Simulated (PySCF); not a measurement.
Compound: CH10N2Si3.
Atom-mapped SMILES: `[H]/[N:1]=[CH:2]\[SiH2:3][N:4]([SiH3:5])[SiH3:6]` (hydrogens: H7 on N1; H8 on C2; H9, H10 on Si3; H11, H12, H13 on Si5; H14, H15, H16 on Si6)

Method: PBE0-D3(BJ)/def2-SVP geometry optimisation, gas phase in PySCF; density fitting, grid level 1; the optimiser is geomeTRIC in internal coordinates, started from a GFN2-xTB structure with every atom displaced at random (about 0.01 Å).

Step 0: E = -27788.1684 eV
```
atom  x, y, z in Å  |  force x, y, z in eV/Å
N1      2.6651   -0.3324    0.5373   -0.227   0.246   0.426
C2      2.2467   -0.4794   -0.6521    0.134  -0.087  -0.327
Si3     0.4686   -0.2727   -1.3562    1.284   0.099   1.018
N4     -0.5254    0.1312   -0.0181   -0.867   0.382   0.535
Si5    -0.8421   -1.0533    1.2383    0.046   0.618  -0.279
Si6    -1.5132    1.5982   -0.0218    0.621  -0.881   0.271
H7      1.9124   -0.0406    1.1847   -0.042  -0.091  -0.219
H8      3.0550   -0.7551   -1.3535   -0.060  -0.113  -0.293
H9      0.0699   -1.5179   -1.9638   -0.263  -0.868  -0.619
H10     0.4872    0.8334   -2.2928   -0.079   0.562  -0.690
H11    -2.2273   -1.5371    1.1716   -0.464  -0.260   0.008
H12     0.1101   -2.1425    1.0510    0.350  -0.560  -0.014
H13    -0.6428   -0.3752    2.5262    0.061   0.056   0.522
H14    -1.7991    1.9490    1.3791   -0.129   0.147   0.362
H15    -0.7239    2.6199   -0.6789    0.322   0.745  -0.365
H16    -2.7604    1.3720   -0.7403   -0.687   0.005  -0.338
```

Q: Estimate the geometry and energy of step 1. (The exact step hangs on the optimiser's Hessian estimate; all steps are aligned on step 0, rigid shifts and turns removed.)

A: E = -27788.3722 eV, largest force 0.251 eV/Å
```
atom  x, y, z in Å  |  force x, y, z in eV/Å
N1      2.6463   -0.1761    0.5121   -0.001   0.056   0.115
C2      2.2914   -0.4507   -0.6775   -0.192   0.066   0.032
Si3     0.5050   -0.3264   -1.3241    0.144  -0.060  -0.197
N4     -0.5507    0.0995    0.0080    0.104  -0.007  -0.019
Si5    -0.8867   -1.0907    1.2600   -0.043  -0.111   0.074
Si6    -1.4465    1.6125   -0.0069   -0.133   0.078  -0.027
H7      1.8238    0.1086    1.0674    0.056  -0.014  -0.023
H8      3.0951   -0.7491   -1.3758    0.019  -0.064  -0.039
H9      0.1172   -1.6170   -1.9843   -0.004   0.065   0.088
H10     0.4541    0.7593   -2.3525   -0.074  -0.010   0.029
H11    -2.2914   -1.6013    1.1786    0.027   0.019  -0.019
H12     0.0616   -2.2329    1.0794   -0.027   0.043  -0.042
H13    -0.6919   -0.5013    2.6197    0.016   0.035  -0.035
H14    -1.7639    1.9762    1.4080    0.015  -0.012  -0.007
H15    -0.6421    2.6985   -0.6458    0.025  -0.080   0.038
H16    -2.7404    1.4884   -0.7556    0.068  -0.004   0.032
```

The energy changes by -0.2039 eV. The first-order estimate −F·Δx gives -0.4440 eV and the mean of the old and new forces, exact on a quadratic surface, -0.2066 eV. The step makes an angle of 72° with the force vector and moves no atom by more than 0.209 Å.

The cost below is that of the whole optimisation. Time: 99 s; peak memory 0.60 GiB. Hardware: Arm Neoverse V2, one thread, on a shared host.
